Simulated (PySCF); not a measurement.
Re²⁺: excitation energy

Re²⁺ [Xe] 4f14 5d5 (6S) → Re²⁺ [Xe] 4f14 5d4 6s1, s spin flipped, as a difference of total energies. All numbers are calculated (PySCF 2.14, scalar relativity through the core potential, in def2-QZVPPD with the def2 core potential (60 electrons) (7s6p4d4f2g, 91 functions)). Correlated levels: valence: 5s2 5p6 frozen. The calculations carry no spin-orbit coupling.

```json
{"method": "UHF", "excitation energy (eV)": "4.911"}
{"method": "MP2 (valence)", "excitation energy (eV)": "4.491"}
{"method": "SCS-MP2 (valence)", "excitation energy (eV)": "3.893"}
```

Question: How much does correlation contribute at MP2 (valence)?

Answer: 4.491 − (4.911) = -0.420 eV, measured against UHF.

The upper determinant mixes two multiplicities, so it lies between the two terms.

The coupled-cluster amplitudes are large for the upper state (T1 above 0.03 or a double amplitude above 0.15), so a single reference is strained.
